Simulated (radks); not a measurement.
The iron anion Fe- inside a hard spherical wall (all orbitals vanish at R), configuration held at [Ar] 3d7 4s2 and not refilled when levels cross. All-electron calculation, non-relativistic Kohn-Sham, PBE, spin-polarised, spherical densities, point nucleus; open shells are filled with parallel spins first. Program: a radial shooting solver on a logarithmic mesh with Libxc functionals. Eigenvalues in eV for spin up, with the zero of energy where the potential of the charges vanishes at infinity; a dash marks a level that is unbound or too diffuse for the functional's potential to be trusted. A positive occupied level is held by the wall or, in an anion where self-interaction has pushed it up, behind a barrier. The pressure on the wall is -dE/dV.

\begin{tabular}{lrrrrrrrrr}
R (bohr) & E (hartree) & kinetic (hartree) & e(3s) & e(3p) & e(3d) & e(4s) & e(5s, empty) & e(4p, empty) & pressure (GPa) \\ \hline
20 & -1263.46332 & 1262.472 & -84.394 & -52.154 & -0.674 & 0.044 & - & - & 0.00492 \\
15 & -1263.46025 & 1262.458 & -83.445 & -51.216 & 0.195 & 0.537 & - & - & 0.00646 \\
7 & -1263.40859 & 1262.636 & -80.853 & -48.626 & 2.680 & 2.498 & 12.528 & 6.130 & 1.70 \\
6 & -1263.35344 & 1262.819 & -79.483 & -47.260 & 3.974 & 3.759 & 18.141 & 7.976 & 5.34 \\
5 & -1263.21759 & 1263.250 & -77.028 & -44.822 & 6.268 & 6.278 & 28.672 & 11.450 & 20.0 \\
3.5 & -1262.36426 & 1265.776 & -67.909 & -35.865 & 14.880 & 18.347 & 72.926 & 26.723 & 244 \\
3 & -1261.41837 & 1268.505 & -61.313 & -29.428 & 21.440 & 29.816 & 110.00 & 40.386 & 708 \\
2.5 & -1259.24569 & 1274.832 & -50.391 & -18.668 & 33.074 & 53.667 & 179.12 & 67.465 & 2500 \\
2 & -1253.27201 & 1292.339 & -29.541 & 2.593 & 57.133 & 111.26 & 324.98 & 129.00 & 11800 \\
\end{tabular}
